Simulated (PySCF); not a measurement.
**Radial density of Te⁺ (tellurium, charge +1)**

BHandHLYP, [Kr] 4d10 5s1 5p3 6s1, high-spin 6S determinant (an excited configuration). Computed with PySCF 2.14 in aug-cc-pVTZ-PP with one added diffuse shell each of d, f type with ECP28MDF (6s5p5d3f, 67 functions), with a scalar-relativistic core potential. This is the valence pseudo-density: the core potential removes the inner electrons and smooths the orbitals near the nucleus.

| r (bohr) | 4πr²ρ (e/bohr) | 4πr²(ρα − ρβ) |
| --- | --- | --- |
| 0.00219 | 2.314e-05 | 0.0000 |
| 0.00369 | 6.380e-05 | 0.0000 |
| 0.00621 | 0.0001684 | 0.0000 |
| 0.0104 | 0.0004009 | 0.0001 |
| 0.0176 | 0.0008038 | 0.0001 |
| 0.0295 | 0.001372 | 0.0002 |
| 0.0497 | 0.001880 | 0.0002 |
| 0.0836 | 0.003715 | 0.0003 |
| 0.141 | 0.02544 | 0.0005 |
| 0.236 | 0.3394 | 0.0063 |
| 0.398 | 5.238 | 0.1585 |
| 0.669 | 25.09 | 0.4788 |
| 1.13 | 13.06 | 0.2813 |
| 1.89 | 3.294 | 2.4110 |
| 3.18 | 0.8995 | 0.8928 |
| 5.35 | 0.2557 | 0.2557 |
| 9.01 | 0.01516 | 0.0152 |

Energies and moments cover only the electrons outside the core potential. The outer electron is Rydberg-like, and this basis confines it to a smaller radius and binds it less than a complete one would.
